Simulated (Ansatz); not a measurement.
The pair A = SiH4 (SMILES [SiH4]) (first 5 atoms), B = C2H3N (SMILES CC#N); geometry from B3LYP-D3(BJ)/def2-TZVP.
(charge 0, multiplicity 1):
```xyz
11

Si     0.183     0.138     0.108
H     -0.215     0.167    -1.319
H     -0.237    -1.156     0.693
H     -0.514     1.235     0.819
H      1.645     0.303     0.225
C     -1.414    -0.099     3.811
C      0.031    -0.019     3.677
N      1.173     0.045     3.559
H     -1.851     0.896     3.740
H     -1.824    -0.720     3.014
H     -1.680    -0.536     4.773
```

Frozen-core correlation. MP2 and its Hartree–Fock in aug-cc-pV(T+d)Z are density fitted.

Programs: Ansatz (Gaussian orbitals). 

The counterpoise-corrected interaction energy is E(AB) − E(A in the pair's basis) − E(B in the pair's basis). Total energies (hartree):

| level | AB | A in the pair's basis | B in the pair's basis |
|---|---|---|---|
| HF/aug-cc-pV(D+d)Z | -423.1933732 | -291.2505805 | -131.9437865 |
| MP2/aug-cc-pV(D+d)Z | -423.7561995 | -291.3725475 | -132.3813099 |
| HF/aug-cc-pV(T+d)Z | -423.2382002 | -291.2638431 | -131.9753298 |
| MP2/aug-cc-pV(T+d)Z | -423.9099216 | -291.4095969 | -132.4975029 |
| CCSD(T)/aug-cc-pV(D+d)Z | -423.8303126 | -291.4073660 | -132.4208235 |

Work out the counterpoise-corrected interaction energy at the basis-set limit: extrapolate the MP2 correlation part as X⁻³, take Hartree–Fock from the larger set, and add the CCSD(T) − MP2 difference of aug-cc-pV(D+d)Z.


1. Differences (1 hartree = 627.509 kcal/mol): HF/aug-cc-pV(D+d)Z 0.624; MP2/aug-cc-pV(D+d)Z -1.470; HF/aug-cc-pV(T+d)Z 0.610; MP2/aug-cc-pV(T+d)Z -1.771; CCSD(T)/aug-cc-pV(D+d)Z -1.332.
2. Correlation parts, MP2 less HF: -2.093 in aug-cc-pV(D+d)Z (X = 2), -2.381 in aug-cc-pV(T+d)Z (X = 3).
3. Limit (3³·(-2.381) − 2³·(-2.093))/(3³ − 2³) = -2.502; with HF/aug-cc-pV(T+d)Z it gives -1.892.
4. CCSD(T) less MP2 in aug-cc-pV(D+d)Z: 0.137.
Result: -1.75 kcal/mol, against -1.47 at MP2/aug-cc-pV(D+d)Z. It is an estimate of this method's limit, not of the exact value.

Ansatz is a first-principles code.
